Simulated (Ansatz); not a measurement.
Basis sets compared for VH₄. Total charge 0; doublet. Geometry PBE0-D4/def2-TZVP. Ansatz on 4 threads of Arm Neoverse V2 on a shared host; times are rough, and most runs start from earlier orbitals.

```xyz
5

V     0.0000    0.0000    0.0000
H    -0.4620   -1.3740    0.7536
H    -0.8397    1.1444    0.8090
H    -0.3137   -0.0117   -1.6034
H     1.6154    0.2414    0.0408
```

Binding counts from free atoms (V quartet, H doublet) in the same basis, without a counterpoise term.

| level | functions | energy (Eh) | HOMO (eV) | LUMO (eV) | binding per atom (eV) | wall time |
| --- | --- | --- | --- | --- | --- | --- |
| PBE-D4/def2-SVP | 51 | -945.8941 | -5.44 | -5.18 | – | 0.6 s |
| PBE-D4/def2-TZVP | 69 | -946.0275 | -5.50 | -5.25 | – | 0.75 s |
| r2SCAN-D4/def2-TZVP (with forces) | 69 | -946.2244 | -6.13 | -5.08 | – | 2 s |
| PBE0-D4/def2-SVP | 51 | -945.8959 | -8.10 | -3.58 | 1.85 | 0.85 s |
| PBE0-D4/def2-TZVP | 69 | -946.0277 | -8.02 | -3.64 | – | 2.6 s |

(1) Estimate the rows for PBE-D4/def2-TZVPD, r2SCAN-D4/def2-TZVPD, PBE0-D4/def2-TZVPD.

Results:

(1) 
| level | functions | energy (Eh) | HOMO (eV) | LUMO (eV) | binding per atom (eV) | wall time |
| --- | --- | --- | --- | --- | --- | --- |
| PBE-D4/def2-TZVPD | 84 | -946.0286 | -5.52 | -5.27 | – | 0.9 s |
| r2SCAN-D4/def2-TZVPD | 84 | -946.2252 | -6.14 | -5.09 | – | 1.9 s |
| PBE0-D4/def2-TZVPD | 84 | -946.0288 | -8.03 | -3.65 | – | 1.8 s |
